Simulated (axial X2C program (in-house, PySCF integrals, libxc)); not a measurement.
**Working with the constants of YI**

A bond curve at the CCSD(T) level, two-component, was computed with an axial X2C code built on PySCF integrals (basis I dyall-cv3z [11s12p8d4f1g], Y dyall-cv3z [11s12p9d6f3g] (cores contracted in-house)) for the state Ω = 0 (closed shell). Its fit gives Re = 2.8332 Å, ωe = 207.2 cm⁻¹, ωexe = 0.366 cm⁻¹ and αe = 1.026e-04 cm⁻¹; the masses are 126.9045 and 88.9058 u. Two-component means X2C with spin–orbit coupling and atomic mean-field Coulomb and Gaunt terms.

Correlated methods: 10 electrons correlated (number of frozen shells: I 4 s, 3 p, 2 d; Y 4 s, 3 p, 1 d), 358 virtual spin orbitals or spinors in MP2, 90 natural virtuals in coupled cluster.

(1) Find the reduced mass, Be and the force constant.

(2) Give B0, the J = 1←0 line in GHz and the most populated J at 300 K (kT = 208.5 cm⁻¹).

(3) A Morse curve ties αe to the other constants (Pekeris). How well does that hold?

(4) Where do the fundamental and the first overtone lie?

(5) Estimate the centrifugal constant by the Kratzer relation.

One determinant describes the state; a PBE0 search over occupations chose it and may have missed a lower one. CCSD and (T) use frozen natural virtuals with an MP2 correction for the truncation; (T) itself is uncorrected, so its De runs slightly low. PBE0 can misorder states that lie within some tenths of an eV, so this need not be the ground state of the molecule. The nearest other 2c determinant of the search, Ω = 1, lies 0.37 eV up at the distance of the search. The outer-core s and p shells of the metal are frozen in the correlated rows, which leaves out core–valence correlation; for alkali and alkaline-earth bonds that tends to lengthen them. With the outer-core shells frozen, correlated bond lengths of heavy atoms tend to come out a few hundredths of an ångström too long.

Answers

(1) From the CCSD(T) values: μ = 52.2799 u. Be = 16.8576/(μ Re²) = 0.04017 cm⁻¹. k = 5.8918×10⁻⁷ μ ωe² = 1.32 mdyn/Å.

(2) B0 = Be − αe/2 = 0.04012 cm⁻¹; 2B0 = 2.405 GHz; J(max) ≈ √(kT/2B0) − 1/2 = 50.5, so J = 50.

(3) αe(Morse) = 6Be²/ωe × (√(ωexe/Be) − 1) = 9.432e-05 cm⁻¹; the CCSD(T) curve gives 1.026e-04 cm⁻¹, a ratio of 0.92.

(4) ν(1←0) = ωe − 2ωexe = 206.5 cm⁻¹; ν(2←0) = 2ωe − 6ωexe = 412.2 cm⁻¹.

(5) D = 4Be³/ωe² = 6.04e-09 cm⁻¹.
